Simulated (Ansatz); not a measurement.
BiH₂F. Total charge 0; singlet. Geometry PBE-D4/def2-TZVP.

```xyz
4

Bi   -0.638   -0.005    0.458
H    -0.571   -0.856   -1.147
H     0.917   -0.825    0.924
F     0.291    1.686   -0.234
```

In the def2 sets Bi takes a core potential; there is no spin–orbit coupling.

Question: Estimate the orbital energies around the gap (eV) in Ansatz with LDA (SPW92)/def2-TZVP, PBE-D4/def2-TZVP, r2SCAN-D4/def2-TZVPD, PBE0-D4/def2-SVP, PBE0-D4/def2-TZVP.

Answer: 
| orbital | LDA (SPW92)/def2-TZVP | PBE-D4/def2-TZVP | r2SCAN-D4/def2-TZVPD | PBE0-D4/def2-SVP | PBE0-D4/def2-TZVP |
| --- | --- | --- | --- | --- | --- |
| HOMO−13 | -97.07 | -97.36 | -100.12 | -102.48 | -102.52 |
| HOMO−12 | -96.99 | -97.28 | -100.03 | -102.37 | -102.43 |
| HOMO−11 | -28.42 | -28.47 | -29.82 | -31.08 | -31.59 |
| HOMO−10 | -27.50 | -27.54 | -28.52 | -30.13 | -30.16 |
| HOMO−9 | -27.43 | -27.46 | -28.44 | -30.03 | -30.07 |
| HOMO−8 | -27.41 | -27.44 | -28.41 | -30.00 | -30.05 |
| HOMO−7 | -27.31 | -27.35 | -28.31 | -29.89 | -29.94 |
| HOMO−6 | -26.26 | -26.38 | -27.69 | -28.83 | -29.35 |
| HOMO−5 | -15.92 | -15.60 | -16.13 | -17.26 | -17.34 |
| HOMO−4 | -9.67 | -9.40 | -9.87 | -10.66 | -11.02 |
| HOMO−3 | -9.06 | -8.85 | -9.34 | -10.32 | -10.65 |
| HOMO−2 | -8.81 | -8.57 | -9.10 | -10.04 | -10.48 |
| HOMO−1 | -7.74 | -7.59 | -8.04 | -8.83 | -9.04 |
| HOMO | -7.06 | -6.90 | -7.27 | -7.91 | -8.09 |
| LUMO | -2.83 | -2.56 | -2.36 | -1.49 | -1.78 |
| LUMO+1 | -1.27 | -1.12 | -0.97 | -0.22 | -0.41 |
| LUMO+2 | -0.86 | -0.67 | -0.61 | 0.48 | 0.09 |
| LUMO+3 | 2.42 | 2.47 | 1.89 | 6.92 | 3.09 |
| LUMO+4 | 2.48 | 2.52 | 2.13 | 7.10 | 3.13 |
| LUMO+5 | 3.42 | 3.47 | 2.60 | 8.10 | 4.22 |
